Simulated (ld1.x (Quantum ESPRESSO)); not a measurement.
**PBE ultrasoft dataset for tin, fully relativistic all-electron reference.**

Input for ld1.x (Quantum ESPRESSO) 7.5:

```
&input
   title='Sn', zed=50., rel=2, dft='PBE', iswitch=3,
   config='[Kr] 4d10 4f-2 5s1 5p3', rel_dist='average',
   nld=7, rlderiv=3.00, eminld=-4.0, emaxld=5.0, deld=0.02
 /
 &inputp
   pseudotype=3, tm=.true., lloc=-1, rcloc=1.90,
   nlcc=.true., rcore=1.45,
   which_augfun='PSQ', rmatch_augfun=1.70,
   file_pseudopw='Sn.UPF', file_wfcaegen='ae.wfc', file_wfcncgen='nc.wfc', file_beta='beta', file_chi='chi', file_wfcusgen='us.wfc'
 /
8
5S  1  0   1.00   0.00  1.80  2.50  0.0
5S  1  0   0.00  -0.35  1.80  2.50  0.0
5P  2  1   3.00   0.00  2.15  2.75  0.0
5P  2  1   0.00   1.00  2.15  2.75  0.0
4D  3  2  10.00   0.00  1.55  1.65  0.0
4D  3  2   0.00   1.50  1.55  1.65  0.0
4F  4  3  -2.00  -0.15  2.15  2.35  0.0
4F  4  3  -2.00   2.30  2.15  2.35  0.0
 &test
   configts(1)='4d10 5s1 5p3'
 /
```

Command:

```bash
ld1.x < Sn.in > Sn.out
```

Resulting log (shortened: banner, matrices, multipoles, cross overlaps and the repeated all-electron block are left out):

```
Program LD1 v.7.5
     --------------------------- All-electron run ----------------------------

     Sn
     dirac relativistic calculation

     atomic number is 50.00
     dft =PBE   lsd =0 sic =0 latt =0  beta=0.20 tr2=1.0E-14
     Exchange-correlation= PBE
                           (   1   4   3   4   0   0   0)
     mesh =1243 r(mesh) = 100.78374 a.u. xmin = -7.00 dx = 0.01250
     1 Ry =  13.60569312 eV, c = 137.03599908

     n l j   nl                  e(Ry)          e(Ha)          e(eV)
     Spin orbit split results
     1 0 0.5 1S 1( 2.00)     -2131.2194     -1065.6097    -28996.7166
     2 0 0.5 2S 1( 2.00)      -321.7347      -160.8674     -4377.4236
     2 1 0.5 2P 1( 2.00)      -300.5240      -150.2620     -4088.8369
     2 1 1.5 2P 1( 4.00)      -283.5724      -141.7862     -3858.1990
     3 0 0.5 3S 1( 2.00)       -62.1809       -31.0905      -846.0145
     3 1 0.5 3P 1( 2.00)       -53.5672       -26.7836      -728.8194
     3 1 1.5 3P 1( 4.00)       -50.4718       -25.2359      -686.7039
     4 0 0.5 4S 1( 2.00)        -9.9492        -4.9746      -135.3664
     4 1 0.5 4P 1( 2.00)        -7.0862        -3.5431       -96.4122
     4 1 1.5 4P 1( 4.00)        -6.5298        -3.2649       -88.8425
     3 2 1.5 3D 1( 4.00)       -35.2542       -17.6271      -479.6573
     3 2 2.5 3D 1( 6.00)       -34.6153       -17.3076      -470.9647
     4 2 1.5 4D 1( 4.00)        -2.0521        -1.0260       -27.9202
     4 2 2.5 4D 1( 6.00)        -1.9752        -0.9876       -26.8743
     5 0 0.5 5S 1( 1.00)        -0.8382        -0.4191       -11.4040
     5 1 0.5 5P 1( 1.00)        -0.3417        -0.1708        -4.6484
     5 1 1.5 5P 1( 2.00)        -0.3061        -0.1531        -4.1654
     Averaged results
     1 0     1S 1( 2.00)     -2131.2194     -1065.6097    -28996.7166
     2 0     2S 1( 2.00)      -321.7347      -160.8674     -4377.4236
     2 1     2P 1( 6.00)      -289.2229      -144.6115     -3935.0783
     3 0     3S 1( 2.00)       -62.1809       -31.0905      -846.0145
     3 1     3P 1( 6.00)       -51.5036       -25.7518      -700.7424
     4 0     4S 1( 2.00)        -9.9492        -4.9746      -135.3664
     4 1     4P 1( 6.00)        -6.7153        -3.3576       -91.3657
     3 2     3D 1(10.00)       -34.8708       -17.4354      -474.4417
     4 2     4D 1(10.00)        -2.0060        -1.0030       -27.2927
     5 0     5S 1( 1.00)        -0.8382        -0.4191       -11.4040
     5 1     5P 1( 3.00)        -0.3180        -0.1590        -4.3264

     final scf error:  3.0E-15 reached in  27 iterations

     Etot =  -12357.498755 Ry,   -6178.749377 Ha, -168132.335822 eV

     Ekin =   13012.391944 Ry,    6506.195972 Ha,  177042.611592 eV
     Encl =  -29992.390425 Ry,  -14996.195213 Ha, -408067.260153 eV
     Eh   =    4952.835572 Ry,    2476.417786 Ha,   67386.760887 eV
     Exc  =    -330.335846 Ry,    -165.167923 Ha,   -4494.448147 eV

     normalization and overlap integrals

     s(1S/1S) =  1.000000  <r> =   0.0291  <r2> =    0.0011  r(max) =   0.0188
     s(2S/2S) =  1.000000  <r> =   0.1251  <r2> =    0.0185  r(max) =   0.1068
     s(2P/2P) =  1.000000  <r> =   0.1058  <r2> =    0.0138  r(max) =   0.0821
     s(2P/2P) =  1.000000  <r> =   0.1112  <r2> =    0.0151  r(max) =   0.0863
     s(3S/3S) =  1.000000  <r> =   0.3391  <r2> =    0.1316  r(max) =   0.3090
     s(3P/3P) =  1.000000  <r> =   0.3299  <r2> =    0.1265  r(max) =   0.2939
     s(3P/3P) =  1.000000  <r> =   0.3411  <r2> =    0.1350  r(max) =   0.3051
     s(4S/4S) =  1.000000  <r> =   0.8186  <r2> =    0.7584  r(max) =   0.7505
     s(4P/4P) =  1.000000  <r> =   0.8655  <r2> =    0.8561  r(max) =   0.7695
     s(4P/4P) =  1.000000  <r> =   0.8951  <r2> =    0.9158  r(max) =   0.7989
     s(3D/3D) =  1.000000  <r> =   0.3125  <r2> =    0.1160  r(max) =   0.2498
     s(3D/3D) =  1.000000  <r> =   0.3161  <r2> =    0.1186  r(max) =   0.2530
     s(4D/4D) =  1.000000  <r> =   1.0870  <r2> =    1.4041  r(max) =   0.8829
     s(4D/4D) =  1.000000  <r> =   1.1014  <r2> =    1.4425  r(max) =   0.8940
     s(5S/5S) =  1.000000  <r> =   2.3638  <r2> =    6.3768  r(max) =   1.9897
     s(5P/5P) =  1.000000  <r> =   3.0414  <r2> =   10.7840  r(max) =   2.4302
     s(5P/5P) =  1.000000  <r> =   3.1850  <r2> =   11.8355  r(max) =   2.5548

     ------------------------ End of All-electron run ------------------------

     --------------------- Generating US pseudopotential ---------------------

      Generating local potential from pseudized AE potential:
      Matching radius rcloc =   1.9000

      Local pseudo, rcloc= 1.893 Estimated cut-off energy=     6.94 Ry

      Computing core charge for nlcc:

       r > 1.46 : true rho core
       r < 1.46 : rho core = a sin(br)/r    a=   3.02  b=   1.90

      Integrated core pseudo-charge :   2.82

     Fully relativistic calculation: |psi|^2

     Wfc 5S LC norm =  0.99992603 SC norm =  0.00007259 missing  0.00000138

     Wfc 5P LC norm =  0.99995664 SC norm =  0.00004316 missing  0.00000020

     Wfc 5P LC norm =  0.99996062 SC norm =  0.00003598 missing  0.00000340

     Wfc 4D LC norm =  0.99967686 SC norm =  0.00032314 missing  0.00000001

     Wfc 4D LC norm =  0.99968410 SC norm =  0.00031585 missing  0.00000006
      Wfc-us  5S rcutus= 2.492  Estimated cut-off energy=     7.73 Ry
      Wfc-us  5S rcutus= 2.492  Estimated cut-off energy=     8.90 Ry
      Wfc-us  5P rcutus= 2.754  Estimated cut-off energy=    10.09 Ry
      Wfc-us  5P rcutus= 2.754  Estimated cut-off energy=    10.01 Ry
      Wfc-us  5P rcutus= 2.754  Estimated cut-off energy=    14.63 Ry
      Wfc-us  5P rcutus= 2.754  Estimated cut-off energy=    13.90 Ry
      Wfc-us  4D rcutus= 1.670  Estimated cut-off energy=    42.89 Ry
      Wfc-us  4D rcutus= 1.670  Estimated cut-off energy=    42.82 Ry
      Wfc-us  4D rcutus= 1.670  Estimated cut-off energy=    76.39 Ry
      Wfc-us  4D rcutus= 1.670  Estimated cut-off energy=    76.11 Ry
      Wfc-us  4F rcutus= 2.370  Estimated cut-off energy=    24.90 Ry
      Wfc-us  4F rcutus= 2.370  Estimated cut-off energy=    24.90 Ry
      Wfc-us  4F rcutus= 2.370  Estimated cut-off energy=    29.58 Ry
      Wfc-us  4F rcutus= 2.370  Estimated cut-off energy=    29.56 Ry

     Q pseudized with Bessel functions
     Expected ecutrho=     230.9219 due to l1=  3   l2=  3

     ------------------- End of pseudopotential generation -------------------

     Computing logarithmic derivative in   2.98693
     Computing logarithmic derivative in   2.98693
     Computing the partial wave expansion
     R is outside the sphere for l=    0 j= 0.50
     R is outside the sphere for l=    0 j= 0.50
     R is outside the sphere for l=    1 j= 0.50
     R is outside the sphere for l=    1 j= 0.50
     R is outside the sphere for l=    1 j= 1.50
     R is outside the sphere for l=    1 j= 1.50
     R is outside the sphere for l=    2 j= 1.50
     R is outside the sphere for l=    2 j= 1.50
     R is outside the sphere for l=    2 j= 2.50
     R is outside the sphere for l=    2 j= 2.50
     R is outside the sphere for l=    3 j= 2.50
     R is outside the sphere for l=    3 j= 2.50
     R is outside the sphere for l=    3 j= 3.50
     R is outside the sphere for l=    3 j= 3.50

     ---------------------- Testing the pseudopotential ----------------------

     Sn
     dirac relativistic calculation

     atomic number is 50.00   valence charge is 14.00
     dft =PBE   lsd =0 sic =0 latt =0  beta=0.20 tr2=1.0E-14
     mesh =1243 r(mesh) = 100.78374 xmin = -7.00 dx = 0.01250

     n l  j  nl             e AE (Ry)       e PS (Ry)    De AE-PS (Ry)
     3 2 1.5 4D   1( 4.00)       -2.05210       -2.05210        0.00000
     3 2 2.5 4D   1( 6.00)       -1.97523       -1.97523        0.00000
     1 0 0.5 5S   1( 1.00)       -0.83818       -0.83818        0.00000
     2 1 0.5 5P   1( 1.00)       -0.34165       -0.34165       -0.00000
     2 1 1.5 5P   1( 2.00)       -0.30615       -0.30615        0.00000

     eps = 7.7E-17  iter =  4

     Etot =  -12357.498755 Ry,   -6178.749377 Ha, -168132.335822 eV
     Etotps =  -141.824132 Ry,     -70.912066 Ha,   -1929.615613 eV

     Ekin =      48.636465 Ry,      24.318233 Ha,     661.732824 eV
     Encl =    -297.902833 Ry,    -148.951417 Ha,   -4053.174531 eV
     Ehrt =     120.845548 Ry,      60.422774 Ha,    1644.187435 eV
     Ecxc =     -21.736147 Ry,     -10.868073 Ha,    -295.735340 eV
     (Ecc =      -2.793079 Ry,      -1.396540 Ha,     -38.001782 eV)
     Epseu=       8.332835 Ry,       4.166418 Ha,     113.373999 eV

     ---------------------- End of pseudopotential test ----------------------
```

Generation and configuration tests took about 3 s on one core of a shared server CPU.

Transferability test of the new file with ld1.x, input:

```
&input
   title='Sn', zed=50., rel=2, dft='PBE', iswitch=2,
   config='[Kr] 4d10 4f-2 5s1 5p3', rel_dist='average'
 /
 &test
   file_pseudo='Sn.UPF', nconf=8,
   configts(1)='4d10 5s1 5p3',
   configts(2)='4d10 5s2 5p2',
   configts(3)='4d10 5s2 5p1',
   configts(4)='4d10 5s2 5p0',
   configts(5)='4d10 5s1 5p2',
   configts(6)='4d10 5s0 5p0',
   configts(7)='4d10 5s2 5p2.3',
   configts(8)='4d9 5s2 5p3'
 /
```

```bash
ld1.x < Sn.test.in > Sn.test.out
```

Pseudopotential blocks of its output, shortened (energy terms left out):

```
     ---------------------- Testing the pseudopotential ----------------------

     n l  j  nl             e AE (Ry)       e PS (Ry)    De AE-PS (Ry)
     3 2 1.5 4D   1( 4.00)       -2.05210       -2.05210        0.00000
     3 2 2.5 4D   1( 6.00)       -1.97523       -1.97523        0.00000
     1 0 0.5 5S   1( 1.00)       -0.83818       -0.83818        0.00000
     2 1 0.5 5P   1( 1.00)       -0.34165       -0.34165       -0.00000
     2 1 1.5 5P   1( 2.00)       -0.30615       -0.30615        0.00000

     eps = 7.6E-17  iter =  4

     Etot =  -12357.498754 Ry,   -6178.749377 Ha, -168132.335821 eV
     Etotps =  -141.824132 Ry,     -70.912066 Ha,   -1929.615613 eV

     ---------------------- End of pseudopotential test ----------------------

          ---------------------- Testing the pseudopotential ----------------------

     n l  j  nl             e AE (Ry)       e PS (Ry)    De AE-PS (Ry)
     3 2 1.5 4D   1( 4.00)       -1.94359       -1.94380        0.00020
     3 2 2.5 4D   1( 6.00)       -1.86707       -1.86717        0.00009
     1 0 0.5 5S   1( 2.00)       -0.77473       -0.77469       -0.00004
     2 1 0.5 5P   1( 0.67)       -0.29404       -0.29403       -0.00000
     2 1 1.5 5P   1( 1.33)       -0.26140       -0.26141        0.00001

     eps = 6.1E-15  iter = 16

     Etot =  -12358.010263 Ry,   -6179.005131 Ha, -168139.295243 eV
     Etotps =  -142.335614 Ry,     -71.167807 Ha,   -1936.574683 eV
     dEtot_ae =      -0.511508 Ry
     dEtot_ps =      -0.511482 Ry,   Delta E=      -0.000026 Ry

     ---------------------- End of pseudopotential test ----------------------

          ---------------------- Testing the pseudopotential ----------------------

     n l  j  nl             e AE (Ry)       e PS (Ry)    De AE-PS (Ry)
     3 2 1.5 4D   1( 4.00)       -2.52950       -2.53116        0.00166
     3 2 2.5 4D   1( 6.00)       -2.45280       -2.45417        0.00137
     1 0 0.5 5S   1( 2.00)       -1.30857       -1.30858        0.00000
     2 1 0.5 5P   1( 0.33)       -0.78260       -0.78265        0.00005
     2 1 1.5 5P   1( 0.67)       -0.74072       -0.74080        0.00008

     eps = 6.8E-15  iter = 15

     Etot =  -12357.504046 Ry,   -6178.752023 Ha, -168132.407813 eV
     Etotps =  -141.829369 Ry,     -70.914685 Ha,   -1929.686874 eV
     dEtot_ae =      -0.005291 Ry
     dEtot_ps =      -0.005238 Ry,   Delta E=      -0.000054 Ry

     ---------------------- End of pseudopotential test ----------------------

          ---------------------- Testing the pseudopotential ----------------------

     n l  j  nl             e AE (Ry)       e PS (Ry)    De AE-PS (Ry)
     3 2 1.5 4D   1( 4.00)       -3.22106       -3.22605        0.00499
     3 2 2.5 4D   1( 6.00)       -3.14396       -3.14828        0.00432
     1 0 0.5 5S   1( 2.00)       -1.91723       -1.91752        0.00029
     2 1 0.5 5P   1( 0.00)       -1.34336       -1.34370        0.00034
     2 1 1.5 5P   1( 0.00)       -1.29161       -1.29204        0.00043

     eps = 7.3E-15  iter = 10

     Etot =  -12356.477228 Ry,   -6178.238614 Ha, -168118.437247 eV
     Etotps =  -140.802353 Ry,     -70.401176 Ha,   -1915.713603 eV
     dEtot_ae =       1.021526 Ry
     dEtot_ps =       1.021779 Ry,   Delta E=      -0.000252 Ry

     ---------------------- End of pseudopotential test ----------------------

          ---------------------- Testing the pseudopotential ----------------------

     n l  j  nl             e AE (Ry)       e PS (Ry)    De AE-PS (Ry)
     3 2 1.5 4D   1( 4.00)       -2.63771       -2.63915        0.00144
     3 2 2.5 4D   1( 6.00)       -2.56065       -2.56192        0.00127
     1 0 0.5 5S   1( 1.00)       -1.37374       -1.37379        0.00005
     2 1 0.5 5P   1( 0.67)       -0.83578       -0.83582        0.00004
     2 1 1.5 5P   1( 1.33)       -0.79166       -0.79172        0.00006

     eps = 6.8E-15  iter = 10

     Etot =  -12356.943307 Ry,   -6178.471654 Ha, -168124.778577 eV
     Etotps =  -141.268662 Ry,     -70.634331 Ha,   -1922.058061 eV
     dEtot_ae =       0.555447 Ry
     dEtot_ps =       0.555470 Ry,   Delta E=      -0.000023 Ry

     ---------------------- End of pseudopotential test ----------------------

          ---------------------- Testing the pseudopotential ----------------------

     n l  j  nl             e AE (Ry)       e PS (Ry)    De AE-PS (Ry)
     3 2 1.5 4D   1( 4.00)       -5.02092       -5.05055        0.02963  !
     3 2 2.5 4D   1( 6.00)       -4.94163       -4.96855        0.02692  !
     1 0 0.5 5S   1( 0.00)       -3.40719       -3.41305        0.00585  !
     2 1 0.5 5P   1( 0.00)       -2.72234       -2.72671        0.00437
     2 1 1.5 5P   1( 0.00)       -2.64594       -2.65082        0.00488

     eps = 1.4E-16  iter =  7

     Etot =  -12351.178441 Ry,   -6175.589220 Ha, -168046.343573 eV
     Etotps =  -135.499904 Ry,     -67.749952 Ha,   -1843.570109 eV
     dEtot_ae =       6.320314 Ry
     dEtot_ps =       6.324228 Ry,   Delta E=      -0.003914 Ry

     ---------------------- End of pseudopotential test ----------------------

          ---------------------- Testing the pseudopotential ----------------------

     n l  j  nl             e AE (Ry)       e PS (Ry)    De AE-PS (Ry)
     3 2 1.5 4D   1( 4.00)       -1.79581       -1.79585        0.00004
     3 2 2.5 4D   1( 6.00)       -1.71931       -1.71926       -0.00005
     1 0 0.5 5S   1( 2.00)       -0.63588       -0.63584       -0.00004
     2 1 0.5 5P   1( 0.77)       -0.16734       -0.16734       -0.00000
     2 1 1.5 5P   1( 1.53)       -0.13736       -0.13737        0.00001

     eps = 3.6E-15  iter = 17

     Etot =  -12358.072924 Ry,   -6179.036462 Ha, -168140.147800 eV
     Etotps =  -142.398273 Ry,     -71.199137 Ha,   -1937.427204 eV
     dEtot_ae =      -0.574170 Ry
     dEtot_ps =      -0.574141 Ry,   Delta E=      -0.000029 Ry

     ---------------------- End of pseudopotential test ----------------------

          ---------------------- Testing the pseudopotential ----------------------

     n l  j  nl             e AE (Ry)       e PS (Ry)    De AE-PS (Ry)
     3 2 1.5 4D   1( 3.60)       -2.36802       -2.37428        0.00627  !
     3 2 2.5 4D   1( 5.40)       -2.28733       -2.28892        0.00159
     1 0 0.5 5S   1( 2.00)       -0.91678       -0.92011        0.00333
     2 1 0.5 5P   1( 1.00)       -0.38087       -0.37996       -0.00090
     2 1 1.5 5P   1( 2.00)       -0.33917       -0.33915       -0.00002

     eps = 1.0E-15  iter = 16

     Etot =  -12356.214343 Ry,   -6178.107172 Ha, -168114.860517 eV
     Etotps =  -140.530974 Ry,     -70.265487 Ha,   -1912.021300 eV
     dEtot_ae =       1.284411 Ry
     dEtot_ps =       1.293158 Ry,   Delta E=      -0.008747 Ry

     ---------------------- End of pseudopotential test ----------------------
```
